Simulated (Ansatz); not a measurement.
Species: sum formula ZnOH, net charge 0, doublet state. The spin state was set by rule; other spins were not relaxed. 
Structure (B3LYP-D3(BJ)/def2-TZVP (Ansatz, an electronic-structure program) minimum search):
```
O
H 1 0.9650
Zn 1 1.8444 2 112.91
```
Charge 0, spin multiplicity 2.

Computed values are from Ansatz. Cores are frozen in the correlated levels unless marked. Open shells are spin-unrestricted. Spin-orbit coupling is left out. Frozen are the shells of the preceding noble gas and the d and f shells that filled before the atom's block. No relativistic terms. CBS marks a two-point X^-3 extrapolation of the correlation energy; Hartree-Fock from the larger set.

**Question.** What is the total energy at CCSD(T)/CBS(def2-TZVPP,def2-QZVPP)?

**Answer.** -1854.1208 Eh.

**Question.** What is the atomisation energy De at CCSD(T)/CBS(def2-TZVPP,def2-QZVPP)?

**Answer.** 641.2 kJ/mol.

**Question.** What is the T1 diagnostic at CCSD/def2-QZVPP?

**Answer.** 0.022.

**Question.** What is the dipole moment at CCSD(T)/def2-SVPD?

**Answer.** 2.29 D.
